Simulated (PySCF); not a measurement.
**Worked example: dipole moment from atomic charges**

Ge(Me)(SH) (CH4GeS), SMILES [CH3][Ge][SH] (connectivity only; charge and spin as stated), neutral, multiplicity 1. Atoms are numbered in the order given.

```xyz
7

Ge     0.3021    -0.0880     0.6260
C      1.2557     1.2868    -0.4622
H      0.9825     2.2763    -0.0536
H      1.0214     1.2769    -1.5366
H      2.3431     1.1762    -0.3216
S     -1.2261    -0.5130    -0.9444
H     -1.9312    -1.4248    -0.2379
```
Charge 0, spin multiplicity 1.

The structure is a stationary point at PBE0-D3(BJ)/def2-SVP. The values are those of a single conformer.

Charges (e) from r2SCAN/def2-TZVPD in PySCF:

```json
[
 {"atom": "Ge1", "ESP fit": "-0.018", "IAO": "0.355"},
 {"atom": "C2", "ESP fit": "-0.042", "IAO": "-0.696"},
 {"atom": "H3", "ESP fit": "0.049", "IAO": "0.162"},
 {"atom": "H4", "ESP fit": "0.048", "IAO": "0.153"},
 {"atom": "H5", "ESP fit": "0.040", "IAO": "0.158"},
 {"atom": "S6", "ESP fit": "-0.241", "IAO": "-0.238"},
 {"atom": "H7", "ESP fit": "0.164", "IAO": "0.107"}
]
```

The dipole moment of the full density is 0.75 D.

Q: What dipole moment does each set of point charges give, and which comes closer to that of the density?

A: 
μ = Σ q r, and 1 e Å = 4.8032 D.
ESP fit: Σ q r = (0.111, 0.057, 0.107) e Å, |μ| = 0.79 D.
IAO: Σ q r = (0.004, -0.207, 0.449) e Å, |μ| = 2.37 D.
ESP fit comes closer in size. Point charges leave out the atoms' own dipoles (lone pairs, polarised bonds); fits to the potential absorb them, partitions of the density don't.
